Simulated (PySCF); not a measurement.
MSi cations for M along group 14

MP2 with double-zeta basis sets in PySCF, for the lowest determinant that a PBE0 search found; no spin–orbit coupling. De refers to high-spin ground-configuration atoms (the charge goes to the atom of lower measured ionisation energy or higher electron affinity, which is not always the lowest computed limit).

| M | basis | reference, frozen orbitals | charged atom | state (unpaired electrons) | Re (Å) | ωe (cm⁻¹) | De (eV) |
| --- | --- | --- | --- | --- | --- | --- | --- |
| C | def2-SVP | UHF, 6 | Si+ | quartet (σ ↑, π ↑↑) | 1.811 | 894 | 3.27 |
| Si | cc-pV(D+d)Z | UHF, 10 | Si+ | quartet (σ ↑, π ↑↑) | 2.280 | 486 | 3.13 |
| Ge | def2-SVP | UHF, 14 | Ge+ | quartet (σ ↑, π ↑↑) | 2.335 | 388 | 2.92 |
| Sn | x2c-SVPall | UHF, 23 | Sn+ | quartet (σ ↑, π ↑↑) | 2.537 | 332 | 2.34 |
| Pb | def2-SVP | UHF, 9 | Pb+ | quartet (σ ↑, π ↑↑) | 2.613 | 301 | n/a |

The shortest bond is that of SiC⁺ (1.811 Å), the longest that of SiPb⁺ (2.613 Å).

The rows differ in basis set, which adds steps of its own.

Down a group the atoms grow and get heavier, so bonds lengthen and wavenumbers fall; this series shows no clear exception.

Correlated steps freeze the inner cores (6 to 23 orbitals); shallow outer-core shells are correlated. Correlated levels converge slowly with the basis: in double zeta they bind strong bonds too weakly, by up to about 1 eV, and carry superposition errors of some tenths. These are scalar-relativistic numbers at best; spin–orbit coupling would shift them, the dissociation energy most. For an ion De counts to the pair picked by the measured ionisation energies or electron affinities, which need not be the lowest pair at this level. States were picked by a PBE0 search and need not be the measured ground states.
